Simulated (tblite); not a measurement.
Compound: C5H11B2PS.
Numbering: `[BH2:1][PH:2][B:3]([CH2:4][C:5]#[CH:6])[S:7][CH2:8][CH3:9]` (hydrogens: H10, H11 on B1; H12 on P2; H13, H14 on C4; H15 on C6; H16, H17 on C8; H18, H19, H20 on C9)

Computed with GFN2-xTB (tblite), gas phase: L-BFGS steps from a force-field or distance-geometry start until the largest atomic force falls under 0.01 eV/Å.

Step 175: E = -665.9135 eV
```
atom  x, y, z in Å  |  force x, y, z in eV/Å
B1     -2.2700   -1.9525   -0.2388    0.089   0.026   0.031
P2     -0.6318   -1.2700    0.1176   -0.031   0.006  -0.004
B3     -0.3698    0.4409   -0.5477    0.008   0.021  -0.004
C4     -1.5983    1.4626   -0.4310   -0.016  -0.006   0.022
C5     -2.1309    1.4317    0.9183    0.102   0.009  -0.077
C6     -2.4896    1.3742    2.0581   -0.084   0.045   0.156
S7      1.1338    1.1121   -1.2350   -0.004  -0.016   0.010
C8      2.4494   -0.1384   -0.9557    0.029   0.035   0.039
C9      3.0097   -0.0208    0.4493   -0.008  -0.018   0.020
H10    -3.1930   -1.2398   -0.1784   -0.044  -0.020   0.005
H11    -2.3902   -3.0991   -0.4234   -0.010  -0.022  -0.014
H12     0.3418   -2.1172   -0.3632    0.001  -0.012   0.016
H13    -1.3047    2.4911   -0.6620   -0.006  -0.018  -0.033
H14    -2.4084    1.1920   -1.1158    0.004   0.016  -0.036
H15    -2.8493    1.3701    3.0442    0.000  -0.026  -0.037
H16     2.0292   -1.1274   -1.1394    0.036   0.033  -0.024
H17     3.2154    0.0764   -1.6995   -0.012   0.005  -0.021
H18     3.3960    0.9817    0.6252   -0.032  -0.022  -0.036
H19     3.8222   -0.7317    0.5880   -0.022  -0.019  -0.003
H20     2.2336   -0.2251    1.1861    0.001  -0.018  -0.011
```

Step 176: E = -665.9146 eV
```
atom  x, y, z in Å  |  force x, y, z in eV/Å
B1     -2.2691   -1.9473   -0.2366    0.075   0.003   0.031
P2     -0.6300   -1.2666    0.1219   -0.045  -0.008  -0.004
B3     -0.3661    0.4408   -0.5495   -0.025   0.037   0.004
C4     -1.5970    1.4600   -0.4330   -0.005  -0.005   0.023
C5     -2.1254    1.4295    0.9182    0.065   0.008  -0.032
C6     -2.4878    1.3738    2.0573   -0.065   0.040   0.099
S7      1.1354    1.1143   -1.2352   -0.013   0.005   0.008
C8      2.4492   -0.1354   -0.9550    0.038   0.011  -0.017
C9      3.0063   -0.0243    0.4511    0.007   0.015   0.002
H10    -3.1945   -1.2363   -0.1827   -0.023  -0.020   0.006
H11    -2.3901   -3.0957   -0.4153   -0.004  -0.002  -0.013
H12     0.3408   -2.1169   -0.3571    0.011  -0.020   0.014
H13    -1.3051    2.4881   -0.6662   -0.008  -0.007  -0.034
H14    -2.4080    1.1871   -1.1161    0.006   0.017  -0.026
H15    -2.8488    1.3661    3.0428    0.004  -0.020  -0.035
H16     2.0304   -1.1234   -1.1476    0.032   0.026  -0.009
H17     3.2147    0.0834   -1.6989   -0.001   0.001   0.004
H18     3.3877    0.9807    0.6285   -0.035  -0.051  -0.017
H19     3.8227   -0.7321    0.5845   -0.030  -0.013   0.011
H20     2.2297   -0.2350    1.1858    0.014  -0.017  -0.016
```

Problem. Estimate the geometry and energy of step 177. (The exact step hangs on the optimiser's Hessian estimate; all steps are aligned on step 176, rigid shifts and turns removed.)

Solution. E = -665.9155 eV, largest force 0.081 eV/Å
```
atom  x, y, z in Å  |  force x, y, z in eV/Å
B1     -2.2675   -1.9433   -0.2325    0.042  -0.004   0.016
P2     -0.6285   -1.2627    0.1249   -0.047  -0.017   0.005
B3     -0.3643    0.4422   -0.5502   -0.036   0.038   0.004
C4     -1.5976    1.4587   -0.4348    0.006  -0.001   0.023
C5     -2.1209    1.4281    0.9186    0.035   0.015  -0.026
C6     -2.4878    1.3752    2.0568   -0.047   0.027   0.060
S7      1.1366    1.1162   -1.2351   -0.006   0.018   0.007
C8      2.4505   -0.1332   -0.9551    0.019  -0.009  -0.049
C9      3.0041   -0.0280    0.4525    0.024   0.017  -0.025
H10    -3.1952   -1.2333   -0.1863    0.000  -0.026   0.013
H11    -2.3895   -3.0922   -0.4094    0.003   0.005  -0.007
H12     0.3406   -2.1154   -0.3516    0.022  -0.025   0.012
H13    -1.3081    2.4866   -0.6717   -0.010  -0.001  -0.027
H14    -2.4085    1.1826   -1.1171    0.008   0.018  -0.007
H15    -2.8484    1.3603    3.0422    0.005  -0.009  -0.029
H16     2.0319   -1.1197   -1.1549    0.029   0.014   0.002
H17     3.2156    0.0878   -1.6991    0.008   0.007   0.022
H18     3.3810    0.9782    0.6311   -0.023  -0.043   0.005
H19     3.8234   -0.7334    0.5832   -0.037  -0.005   0.015
H20     2.2277   -0.2438    1.1854    0.009  -0.018  -0.015
```

The energy changes by -0.0009 eV. The first-order estimate −F·Δx gives -0.0012 eV and the mean of the old and new forces, exact on a quadratic surface, -0.0009 eV. The step makes an angle of 76° with the force vector and moves no atom by more than 0.009 Å.

What follows is the cost of the whole relaxation. Time: 3.9 s. Hardware: Arm Neoverse N1, one thread, no GPU, shared host.
